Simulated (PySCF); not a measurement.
C2H4F2Si2, SMILES [SiH](C#C[SiH3])(F)F. Atoms are numbered in the order given.

```xyz
10

Si     3.1795     0.0726     0.6034
C      1.3511     0.0140     0.3636
C      0.1269    -0.0239     0.1948
Si    -1.6842    -0.0893     0.0041
F     -2.2009     1.3113    -0.6386
F     -2.0650    -1.2716    -1.0442
H      3.8383     0.3309    -0.7200
H      3.6407    -1.2435     1.1583
H      3.5098     1.1765     1.5653
H     -2.3980    -0.3282     1.2861
```

Geometry: PBE-D3(BJ)/def2-SVP. The structure was generated by enumeration, and PubChem lists no compound with its InChIKey, so it may never have been made.

Two levels are set side by side: PBE/pcSseg-1 (PySCF) and B3LYP/pcSseg-1 (PySCF). GIAO shifts against CFCl3 (¹⁹F), TMS (²⁹Si), TMS (¹H), TMS (¹³C) at the same level; non-relativistic, no solvent, atoms listed together averaged. Differences are taken from unrounded values.

| quantity | B3LYP | PBE | PBE minus B3LYP |
|---|---|---|---|
| δ(²⁹Si) of Si1 (ppm) | -95.7 | -97.9 | -2.3 |
| δ(¹³C) of C2 (ppm) | 115.1 | 112.4 | -2.7 |
| δ(¹³C) of C3 (ppm) | 116.8 | 116.3 | -0.5 |
| δ(²⁹Si) of Si4 (ppm) | -52.1 | -45.2 | 6.9 |
| δ(¹⁹F) of F5, F6 (ppm) | -154.2 | -166.0 | -11.7 |
| δ(¹H) of H7, H8, H9 (ppm) | 4.59 | 4.75 | 0.16 |
| δ(¹H) of H10 (ppm) | 5.13 | 5.42 | 0.29 |

Rough cost on one machine, each run with all the roots and properties that it gave: B3LYP against PBE within a factor of 2.
